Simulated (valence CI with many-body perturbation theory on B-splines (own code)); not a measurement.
**Se27+: electric-dipole lines**

Level of theory: relativistic CI+MBPT: five valence electrons over a frozen Dirac-Fock core [He], a basis of 9 s, 9 p, 8 d, 6 f, 3 g, 1 h functions for each j, with the one-electron correlation potential Σ1 (screened to all orders), the two-electron term Σ2, the three-electron term Σ3, Breit, model QED; selected single and double excitations, second order for the rest (own B-spline code, finite nucleus).

The last digits are not significant, and no measured levels were compared; by estimate large intervals hold to a few tenths of a per cent, small ones and those within an open d or f shell to about a per cent. Among the levels kept, up to 1500 cm⁻¹ of a level comes from second order outside the variational space, and about a tenth of that is noise between levels of different J, which matters for small intervals.

Lines 151 to 200 of 275 in falling wavelength, among levels below 136.75 Ry, chosen from the strongest by gf and those to the six lowest levels. Wavelengths and rates use the calculated energies. Electric multipoles are in the length gauge, E1 and E2 with the static RPA response of the core. Weak lines are less certain than strong ones. Lines between different terms over intervals too small for the method are left out, as are lines whose strength nearly cancels. The highest levels of a list are the least certain.

Levels are named by their leading jj configuration (3d3/2^4 stands for four electrons in 3d with j = 3/2), which in mixed levels can hold well under half, so a name can repeat and another be missing. Letters in brackets count levels of one name in rising energy.

```csv
λ vac (Å),Upper,Lower,A (s⁻¹),S (a.u.)
7.463,(2s^2 2p1/2 2p3/2 3s) J=5/2,(2s^2 2p1/2 2p3/2^2) J=3/2,8.68e+10,1.07e-04
7.446,(2s^2 2p1/2 2p3/2 3s) J=3/2 [b],(2s^2 2p1/2 2p3/2^2) J=3/2,1.33e+12,1.08e-03
7.435,(2s^2 2p3/2^2 3s) J=1/2,(2s^2 2p3/2^3) J=3/2,3.33e+12,1.35e-03
7.410,(2s 2p1/2^2 2p3/2 3s) J=3/2 [b],(2s 2p1/2^2 2p3/2^2) J=5/2,5.99e+11,4.81e-04
7.387,(2s 2p1/2 2p3/2^2 3s) J=5/2 [a],(2s 2p1/2^2 2p3/2^2) J=5/2,3.95e+12,4.71e-03
7.376,(2s^2 2p1/2^2 3d3/2) J=3/2,(2s^2 2p1/2 2p3/2^2) J=1/2,1.26e+11,9.99e-05
7.370,(2s^2 2p1/2 2p3/2 3d3/2) J=3/2 [a],(2s^2 2p3/2^3) J=3/2,5.58e+11,4.41e-04
7.364,(2s^2 2p1/2 2p3/2 3d3/2) J=5/2 [a],(2s^2 2p3/2^3) J=3/2,3.54e+10,4.19e-05
7.362,(2s^2 2p1/2 2p3/2 3d3/2) J=1/2 [a],(2s^2 2p3/2^3) J=3/2,3.66e+11,1.44e-04
7.345,(2s 2p1/2 2p3/2^2 3s) J=3/2,(2s 2p1/2^2 2p3/2^2) J=5/2,5.52e+11,4.32e-04
7.342,(2s^2 2p1/2 2p3/2 3s) J=3/2 [a],(2s^2 2p1/2^2 2p3/2) J=3/2,2.47e+12,1.93e-03
7.332,(2s 2p1/2 2p3/2^2 3s) J=7/2,(2s 2p1/2^2 2p3/2^2) J=5/2,5.65e+12,8.80e-03
7.331,(2s^2 2p1/2 2p3/2 3d5/2) J=5/2 [a],(2s^2 2p3/2^3) J=3/2,2.29e+11,2.68e-04
7.331,(2s^2 2p1/2 2p3/2 3d5/2) J=3/2 [a],(2s^2 2p3/2^3) J=3/2,1.80e+11,1.40e-04
7.322,(2s^2 2p1/2 2p3/2 3s) J=1/2,(2s^2 2p1/2^2 2p3/2) J=3/2,6.95e+11,2.69e-04
7.320,(2s^2 2p3/2^2 3s) J=5/2,(2s^2 2p1/2 2p3/2^2) J=5/2,3.13e+12,3.63e-03
7.309,(2s^2 2p1/2^2 3d3/2) J=3/2,(2s^2 2p1/2 2p3/2^2) J=5/2,2.03e+11,1.56e-04
7.305,(2s^2 2p3/2^2 3s) J=3/2,(2s^2 2p1/2 2p3/2^2) J=5/2,1.35e+12,1.04e-03
7.300,(2s^2 2p1/2 2p3/2 3s) J=5/2,(2s^2 2p1/2^2 2p3/2) J=3/2,3.45e+12,3.97e-03
7.300,(2s^2 2p1/2 2p3/2 3d3/2) J=5/2 [b],(2s^2 2p3/2^3) J=3/2,1.08e+11,1.24e-04
7.290,(2s 2p1/2 2p3/2^2 3s) J=5/2 [b],(2s 2p1/2^2 2p3/2^2) J=5/2,4.26e+11,4.89e-04
7.284,(2s^2 2p1/2 2p3/2 3s) J=3/2 [b],(2s^2 2p1/2^2 2p3/2) J=3/2,5.69e+11,4.34e-04
7.284,(2s^2 2p3/2^2 3s) J=1/2,(2s^2 2p1/2 2p3/2^2) J=1/2,4.45e+12,1.70e-03
7.277,(2s^2 2p1/2^2 3d5/2) J=5/2,(2s^2 2p1/2 2p3/2^2) J=5/2,2.11e+11,2.41e-04
7.271,(2s^2 2p3/2^2 3s) J=5/2,(2s^2 2p1/2 2p3/2^2) J=3/2,2.56e+12,2.92e-03
7.263,(2s^2 2p1/2 2p3/2 3d5/2) J=1/2,(2s^2 2p3/2^3) J=3/2,1.76e+12,6.64e-04
7.262,(2s^2 2p1/2 2p3/2 3d5/2) J=3/2 [b],(2s^2 2p3/2^3) J=3/2,7.22e+11,5.46e-04
7.261,(2s^2 2p1/2^2 3d3/2) J=3/2,(2s^2 2p1/2 2p3/2^2) J=3/2,1.34e+12,1.01e-03
7.257,(2s^2 2p3/2^2 3s) J=3/2,(2s^2 2p1/2 2p3/2^2) J=3/2,3.19e+11,2.41e-04
7.228,(2s^2 2p1/2^2 3d5/2) J=5/2,(2s^2 2p1/2 2p3/2^2) J=3/2,7.59e+11,8.49e-04
7.221,(2s^2 2p1/2 2p3/2 3d3/2) J=3/2 [a],(2s^2 2p1/2 2p3/2^2) J=1/2,1.63e+12,1.21e-03
7.214,(2s^2 2p1/2 2p3/2 3d3/2) J=1/2 [a],(2s^2 2p1/2 2p3/2^2) J=1/2,1.78e+12,6.58e-04
7.184,(2s^2 2p1/2 2p3/2 3d5/2) J=3/2 [a],(2s^2 2p1/2 2p3/2^2) J=1/2,1.92e+12,1.41e-03
7.157,(2s^2 2p1/2 2p3/2 3d3/2) J=3/2 [a],(2s^2 2p1/2 2p3/2^2) J=5/2,2.25e+12,1.63e-03
7.152,(2s^2 2p1/2 2p3/2 3d3/2) J=5/2 [a],(2s^2 2p1/2 2p3/2^2) J=5/2,5.39e+11,5.84e-04
7.147,(2s^2 2p1/2 2p3/2 3d5/2) J=7/2 [a],(2s^2 2p1/2 2p3/2^2) J=5/2,1.61e+12,2.33e-03
7.146,(2s^2 2p1/2 2p3/2 3d3/2) J=3/2 [b],(2s^2 2p1/2 2p3/2^2) J=1/2,7.98e+11,5.75e-04
7.139,(2s^2 2p1/2 2p3/2 3d3/2) J=1/2 [b],(2s^2 2p1/2 2p3/2^2) J=1/2,1.80e+11,6.46e-05
7.130,(2s 2p1/2^2 2p3/2 3p3/2) J=5/2,(2s^2 2p3/2^3) J=3/2,1.30e+11,1.39e-04
7.126,(2s 2p1/2^2 2p3/2 3p3/2) J=1/2 [a],(2s^2 2p3/2^3) J=3/2,4.05e+11,1.45e-04
7.124,(2s^2 2p3/2^2 3d3/2) J=3/2,(2s^2 2p3/2^3) J=3/2,7.39e+11,5.27e-04
7.123,(2s^2 2p1/2 2p3/2 3d3/2) J=7/2,(2s^2 2p1/2 2p3/2^2) J=5/2,1.66e+11,2.37e-04
7.123,(2s^2 2p3/2^2 3d3/2) J=5/2,(2s^2 2p3/2^3) J=3/2,1.34e+12,1.44e-03
7.121,(2s^2 2p1/2 2p3/2 3d5/2) J=5/2 [a],(2s^2 2p1/2 2p3/2^2) J=5/2,2.16e+12,2.31e-03
7.121,(2s^2 2p1/2 2p3/2 3d5/2) J=3/2 [a],(2s^2 2p1/2 2p3/2^2) J=5/2,1.26e+11,9.00e-05
7.119,(2s 2p1/2^2 2p3/2 3p3/2) J=1/2 [b],(2s^2 2p3/2^3) J=3/2,7.29e+11,2.60e-04
7.119,(2s^2 2p1/2 2p3/2 3d5/2) J=1/2,(2s^2 2p1/2 2p3/2^2) J=1/2,4.67e+13,1.66e-02
7.118,(2s^2 2p1/2 2p3/2 3d5/2) J=3/2 [b],(2s^2 2p1/2 2p3/2^2) J=1/2,4.10e+13,2.92e-02
7.116,(2s^2 2p3/2^2 3s) J=5/2,(2s^2 2p1/2^2 2p3/2) J=3/2,8.07e+10,8.62e-05
7.107,(2s^2 2p1/2^2 3d3/2) J=3/2,(2s^2 2p1/2^2 2p3/2) J=3/2,6.76e+12,4.79e-03
```
